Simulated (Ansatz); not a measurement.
Reaction (SMILES): C#C[CH]O → C#C[CH-]O (an electron is taken up)

Property: adiabatic electron affinity (electronic), in eV. Positive where the reaction releases energy. Set-up: frozen cores in correlated levels; no dispersion term unless named; six Cartesian d functions in 6-31G* and its kin unless marked 5d; non-relativistic; spin-orbit terms left out; 6-311+G** with 5d; LANL2DZ all-electron up to Ne; UHF or UKS for open shells. First-principles rows: single points at B3LYP-D3(BJ) geometries (Ansatz, a program for electronic structure). Sets without +, aug- or the D of def2-TZVPD hold no diffuse functions, which anions need. A UHF reference is markedly spin-contaminated in at least one set, which strains HF and MP2.

```json
[
 {"level": "HF/3-21G", "program": "Ansatz", "adiabatic electron affinity (electronic) (eV)": "-1.48"},
 {"level": "HF/6-31G*", "program": "Ansatz", "adiabatic electron affinity (electronic) (eV)": "-1.33"},
 {"level": "HF/6-311+G**", "program": "Ansatz", "adiabatic electron affinity (electronic) (eV)": "-0.74"},
 {"level": "PBE/LANL2DZ", "program": "Ansatz", "adiabatic electron affinity (electronic) (eV)": "0.34"},
 {"level": "PBE/6-311+G**", "program": "Ansatz", "adiabatic electron affinity (electronic) (eV)": "0.72"},
 {"level": "BLYP/6-31G*", "program": "Ansatz", "adiabatic electron affinity (electronic) (eV)": "-0.18"},
 {"level": "B3LYP/6-31G", "program": "Ansatz", "adiabatic electron affinity (electronic) (eV)": "-0.07"},
 {"level": "B3LYP/6-31G**", "program": "Ansatz", "adiabatic electron affinity (electronic) (eV)": "-0.04"},
 {"level": "B3LYP/def2-SVP", "program": "Ansatz", "adiabatic electron affinity (electronic) (eV)": "0.16"},
 {"level": "PBE/def2-TZVPD", "program": "Ansatz", "adiabatic electron affinity (electronic) (eV)": "0.67"},
 {"level": "PBE0/def2-TZVPD", "program": "Ansatz", "adiabatic electron affinity (electronic) (eV)": "0.53"},
 {"level": "B2PLYP-D3(BJ)/def2-TZVPD", "program": "Ansatz + dftd3", "adiabatic electron affinity (electronic) (eV)": "0.59"}
]
```

No value to compare with is used here. The 9 habitual levels span -1.48 (HF/3-21G) to 0.72 eV (PBE/6-311+G**); B2PLYP-D3(BJ)/def2-TZVPD gives 0.59.

The levels are drawn from those run, B3LYP/6-31G* more often than the rest, none by its result; left out are runs that failed, that the program found above a lower state of the same kind, or whose <S^2> lies over 0.5 above the pure value.
